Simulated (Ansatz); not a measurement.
One change: `C=CB(Cl)Cl` becomes `[OH][InH][B](Cl)Cl`.

Ansatz, PBE0-D4/def2-TZVP geometries, multiplicity 1. Each molecule was computed in one conformer, which needn't be the lowest.

Elements past krypton have def2 core potentials.

```csv
property,`C=CB(Cl)Cl`
HOMO–LUMO gap (PBE/def2-TZVPP) / eV,4.33
size of the dipole moment (B3LYP/def2-TZVPP) / D,1.91
HOMO–LUMO gap (ωB97M-V/def2-TZVPP) / eV,10.64
LUMO energy (PBE/def2-TZVPP) / eV,-3.09
size of the dipole moment (ωB97M-V/def2-TZVPP) / D,1.89
"ideal-gas entropy at 298 K and 1 bar (rigid rotor, harmonic PBE0-D4/def2-TZVP) / J/(mol·K)",328
```

(1) Give the same properties after the change, and the shifts. (An estimate is asked.)

Results:

(1) The calculation gave: 
```csv
property,`[OH][InH][B](Cl)Cl`,shift
HOMO–LUMO gap (PBE/def2-TZVPP) / eV,3.21,-1.12
size of the dipole moment (B3LYP/def2-TZVPP) / D,1.79,-0.12
HOMO–LUMO gap (ωB97M-V/def2-TZVPP) / eV,9.37,-1.27
LUMO energy (PBE/def2-TZVPP) / eV,-3.13,-0.04
size of the dipole moment (ωB97M-V/def2-TZVPP) / D,1.80,-0.09
"ideal-gas entropy at 298 K and 1 bar (rigid rotor, harmonic PBE0-D4/def2-TZVP) / J/(mol·K)",394,66
```

With PBE0 the HOMO rises by 0.99 eV and the LUMO falls by 0.08 eV, so the gap narrows by about 1.07 eV. PBE moves the HOMO by 1.07 eV and ωB97M-V by 1.10 eV. The zero-point energy changes by -62.8 kJ/mol with -3 modes. Dipoles are sizes alone; their direction can turn. Modes under 60 cm⁻¹, often nearly free rotors, make the harmonic entropy too high.

B3LYP here is the variant with VWN-RPA as its local correlation; programs differ in this.
